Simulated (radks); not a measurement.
The numbers below are computed, except where a source is named.
Question: Numerical settings for the manganese ion Mn3+, [Ar] 3d4. Level of theory: scalar-relativistic Kohn-Sham, PBE, spin-polarised, spherical densities, finite nucleus; open shells are filled with parallel spins first; Fermi nuclear charge, rms radius 3.7057 fm (a radial shooting solver on a logarithmic mesh with Libxc functionals). The defaults (mesh step 0.008 in ln r, mesh end at 40 bohr or more with all orbitals vanishing there, Anderson mixing 0.5 over 9 steps, residual threshold near 1e-9 with the energy settled to 1e-9 hartree or 1e-11 of itself, here a cap of 52 iterations) give E = -1156.3761 hartree and 3d at -42.845 eV in 16 iterations. Run on one thread of a shared host, so times are rough (Arm Neoverse V1): 0.14 s of CPU time, 0.14 s wall, 16 iterations on 2189 mesh points. One setting is changed at a time: mesh step in ln r 0.012; mesh step in ln r 0.003; mesh step in ln r 0.2; mesh end (bohr) 20; mesh end (bohr) 8; residual threshold 0.01; residual threshold 1e-16; mixing 1; linear mixing, mixing 0.5; linear mixing, mixing 0.8; mixing history 3; iteration cap 5. Which runs fail to converge, and which converge to a wrong energy?

Answer: Not converged within the cap: mesh step in ln r 0.2; residual threshold 1e-16; linear mixing, mixing 0.5; linear mixing, mixing 0.8; iteration cap 5. No run marked as converged misses the energy by more than 1 mhartree.
